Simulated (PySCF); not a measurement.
Job for PySCF: U-B3LYP/LANL2DZ on C2H6GeO3 (SMILES C=[CH][Ge]([OH])([OH])[OH]), a point of a bond scan (R = 2.599 Å).

```python
from pyscf import gto, scf, dft, mp
from pyscf.data.elements import chemcore

mol = gto.M(
    atom='''
    C     3.19805230   -0.13300908    0.47743470
    C     2.32286487    0.03347837   -0.50804361
    Ge   -0.24090069    0.00808680   -0.08244770
    O    -0.45056536   -0.13095780    1.68087668
    O    -1.11120563    1.44032011   -0.70160870
    O    -1.08091844   -1.31788268   -0.91219900
    H     2.87991323   -0.29395798    1.50043031
    H     4.26761285   -0.11647485    0.29605746
    H     2.66345540    0.19152608   -1.52559891
    H    -1.30004712   -0.51668242    1.91876067
    H    -0.96260331    2.23087179   -0.17271255
    H    -1.85329713   -0.98996833   -1.38660390
    ''',
    basis='lanl2dz',
    ecp={'Ge': 'lanl2dz'},
    charge=0, spin=0, verbose=3, max_memory=1800)
mf = dft.UKS(mol, xc='b3lyp')
mf.conv_tol = 1e-8
mf.max_cycle = 100
mf.init_guess_breaksym = True
mf.kernel()
if not mf.converged:
    mf = mf.newton().run(mf.mo_coeff, mf.mo_occ)
for _ in range(4):
    mo, _, stable, _ = mf.stability(return_status=True)
    if stable:
        break
    mf.kernel(mf.make_rdm1(mo, mf.mo_occ))
```

It printed:

```
converged SCF energy = -309.238419886183  <S^2> = 3.4528778e-08  2S+1 = 1.0000001
<class 'pyscf.dft.uks.UKS'> wavefunction is stable in the internal stability analysis
```

Self-consistency was reached.

Cost: around 70 core-seconds (rough).
